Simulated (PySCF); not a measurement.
**Multinuclear NMR of C$_{5}$H$_{9}$N$_{3}$Si**

Numbering as in the mapped SMILES `[SiH3:1][n:2]1[n:3][n:4][cH:5][c:6]1[CH:7]1[CH2:8][CH2:9]1`. Each H is labelled by its parent atom. Ha(C8), Ha(C9) are cis to C6 on the ring; Hb(C8), Hb(C9) are trans to C6 on the ring.

Non-relativistic, one averaged value for each set of equivalent atoms, single conformer, gas phase. GFN2-xTB geometry; PBE0/pcSseg-1 with gauge-including orbitals; PySCF.

Question: Where does 29Si resonate?

Answer: 
```
atoms               environment  σ (ppm)  δ (ppm)
  Si1  silicon bonded to N, 3 H    402.6    -51.0
```

Shieldings were converted by a linear fit to measured shifts: 29Si: δ = 279.94 − 0.822σ (rms 8.9 ppm, 72 shifts, 25.8 ppm with the 6 outliers that the fit left out vs TMS, solution or neat liquid). Occasional misses reach two or three times the rms, and more in compound classes unlike the fitted ones.

On a 600 MHz spectrometer 29Si resonates near 119.2 MHz, so 1 ppm is 119.2 Hz.

Question: What are the 15N shifts?

Answer: 
| atoms | environment | σ (ppm) | δ (ppm) |
| --- | --- | --- | --- |
| N3 | pyridine-type nitrogen of an azole | -146.0 | -13.6 |
| N4 | pyridine-type nitrogen of an azole | -132.7 | -25.8 |
| N2 | pyrrole-type ring nitrogen | 12.7 | -159.7 |

Shieldings were converted by a linear fit to measured shifts: 15N (scatter 6.3 ppm rms vs CH3NO2, solution or neat liquid). A few per cent of atoms miss by over 2 rms, more outside the fitted compound classes.

On a 300 MHz spectrometer 15N resonates near 30.4 MHz, so 1 ppm is 30.4 Hz.
